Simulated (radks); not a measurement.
Results of a calculation; reference values are marked as such.
The cerium ion Ce57+, configuration 1s1 (the NIST ground configuration).

Code: a radial shooting solver on a logarithmic mesh with Libxc functionals. Model: Dirac Kohn-Sham, LB94 model potential, spin-unpolarised, spherical densities, finite nucleus; Fermi nuclear charge, rms radius 4.8771 fm.

Energy parts (hartree):
part                  energy
kinetic            1942.6201
electron-nucleus  -3707.3719
Hartree              19.4460
(The LB94 potential has no energy functional, so no total or exchange-correlation energy is given.)

Orbitals (lengths in bohr, moments of r in powers of bohr; r(90%) holds 90 % of the orbital's charge):
1s1/2: occ. 1; eigenvalue (hartree) -1755.142; r(90%) 0.0437; <1/r> 63.92; <r> 0.02428; small-component weight 4.69e-02
2s1/2: occ. 0; eigenvalue (hartree) -443.1518; r(90%) 0.149; <1/r> 16.33; <r> 0.09678; small-component weight 1.18e-02
2p1/2: occ. 0; eigenvalue (hartree) -442.5389; r(90%) 0.130; <1/r> 16.32; <r> 0.07958; small-component weight 1.18e-02
2p3/2: occ. 0; eigenvalue (hartree) -421.6164; r(90%) 0.136; <1/r> 14.77; <r> 0.08502; small-component weight 1.12e-02

The highest occupied level is 1s1/2 at -47760 eV. Summed over all electrons, <r^2> = 0.0007995 bohr^2, which gives a Langevin (diamagnetic) susceptibility term of -0.000633 x 10^-6 cm^3/mol. For comparison, the ionisation energy in NIST's Atomic Spectra Database is 47965.9 eV (theoretical). In exact Kohn-Sham theory the highest level is minus the ionisation energy, but local and semilocal functionals leave it too shallow, through self-interaction and a potential that decays too fast; potentials with the right tail come closer. The electron density at the nucleus is 1.674e+05 e/bohr^3.

Beside tabulated values, note that spin-unpolarised runs miss the spin-polarisation part of the exchange energy of open shells.
